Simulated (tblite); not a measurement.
Compound: CH12OSSi5.
Geometry (GFN2-xTB, Å), atoms numbered from 1 in this order:
```
atom  x, y, z in Å
C1    -3.4933   -1.3378   -0.7904
S2    -2.1366   -0.8120   -1.8711
Si3   -0.5253   -0.8170   -0.4025
Si4   -0.9645    0.9230    1.1742
Si5    0.5503    2.3137   -0.0107
Si6    1.2503    0.4392   -1.2779
O7     2.5783   -0.1613   -0.5176
Si8    3.4022   -0.6143    0.7896
H9    -3.6280   -0.6092    0.0040
H10   -3.2696   -2.3150   -0.3724
H11   -4.3875   -1.3937   -1.4028
H12   -0.5050   -2.2405   -0.0071
H13   -0.5788    0.5727    2.5509
H14   -2.3551    1.3779    1.3465
H15    1.5475    3.0162    0.8133
H16   -0.0756    3.4105   -0.7655
H17    1.7476    0.4532   -2.6586
H18    2.5690   -1.5713    1.5221
H19    4.6305   -1.2045    0.2743
H20    3.6383    0.5807    1.5987
```

Computed values, GFN2-xTB/tblite, gas phase, harmonic and unscaled. Against measured fundamentals such values can be off by several per cent, at times by over 20. Modes of hydrogen on silicon can be 10 to 20 % off. One conformer, not necessarily the lowest.

Harmonic wavenumbers (cm⁻¹): 26.2, 36.1, 37.3, 58.7, 65.7, 85.7, 100.0, 130.0, 152.5, 167.7, 194.4, 248.2, 290.9, 328.7, 343.4, 359.8, 364.9, 379.1, 401.5, 431.4, 471.3, 495.4, 515.9, 560.5, 574.6, 597.0, 607.7, 615.2, 645.4, 697.4, 731.2, 765.6, 788.2, 813.5, 824.4, 841.1, 951.6, 958.4, 1062.5, 1326.1, 1457.6, 1463.0, 2085.7, 2140.4, 2155.7, 2162.0, 2165.2, 2175.1, 2230.1, 2261.1, 2307.4, 3018.5, 3021.0, 3051.9.

A = 1084, B = 451.1, C = 401.6 MHz; mass 211.946 u (most abundant isotopes); point group C1, symmetry number 1.

What is the zero-point energy?

½Σν̃ = 25370 cm⁻¹ = 72.54 kcal/mol.

Entropy at 200 K, 1 bar (ideal gas, RRHO, classical rotation)?

Translation 40.00, rotation 30.58, vibration 42.54: S = 113.1 cal/(mol K).

And Cp and H(200 K) − H(0)?

Cp = 46.82 cal/(mol K), of which vibrations give 38.88 (their classical limit is 54 R = 107.3); H(200 K) − H(0) = 5.83 kcal/mol without the zero-point energy, 4.24 from vibrations.

Which modes carry the vibrational entropy at 200 K?

26.2 cm⁻¹: 5.31; 36.1 cm⁻¹: 4.67; 37.3 cm⁻¹: 4.61; 58.7 cm⁻¹: 3.72; 65.7 cm⁻¹: 3.49; 85.7 cm⁻¹: 2.98 cal/(mol K); the other 48 give 17.76 together.

Blend soft modes into free rotors: weight 1/[1 + (100 cm⁻¹/ν̃)⁴] for the oscillator and the rest for a rotor with moment μB/(μ + B), μ = h/(8π²ν), B = 10⁻⁴⁴ kg m². What vibrational entropy results?

37.29 cal/(mol K) in place of 42.54, which changes −T·S at 200 K by +1.05 kcal/mol.

How do the functions run with temperature in this model?

```json
{"T (K)": "150", "S (cal/(mol K))": "100.9", "Cp (cal/(mol K))": "38.6", "H − H(0) (kcal/mol)": "3.69", "G − H(0) (kcal/mol)": "-11.44", "ln q(vib)": "8.01"}
{"T (K)": "250", "S (cal/(mol K))": "124.4", "Cp (cal/(mol K))": "54.0", "H − H(0) (kcal/mol)": "8.35", "G − H(0) (kcal/mol)": "-22.74", "ln q(vib)": "13.35"}
{"T (K)": "298.15", "S (cal/(mol K))": "134.4", "Cp (cal/(mol K))": "59.8", "H − H(0) (kcal/mol)": "11.10", "G − H(0) (kcal/mol)": "-28.97", "ln q(vib)": "15.78"}
{"T (K)": "400", "S (cal/(mol K))": "153.3", "Cp (cal/(mol K))": "69.2", "H − H(0) (kcal/mol)": "17.69", "G − H(0) (kcal/mol)": "-43.64", "ln q(vib)": "20.61"}
{"T (K)": "600", "S (cal/(mol K))": "183.9", "Cp (cal/(mol K))": "81.5", "H − H(0) (kcal/mol)": "32.86", "G − H(0) (kcal/mol)": "-77.49", "ln q(vib)": "29.08"}
{"T (K)": "900", "S (cal/(mol K))": "219.3", "Cp (cal/(mol K))": "93.1", "H − H(0) (kcal/mol)": "59.19", "G − H(0) (kcal/mol)": "-138.22", "ln q(vib)": "39.75"}
```

q(vib) and H(0) count from the zero-point level.

Hindered rotation and anharmonicity are outside this model. Other conformers, if any are populated, would add a mixing term that is left out. The structure is chiral; the term R ln 2 for an equal mix with its mirror image is left out.

On an Arm Neoverse N1 with one thread, shared host with 64 logical CPUs at a one-minute load of 62, this took 2.8 s. The figure is for the frequency step alone.
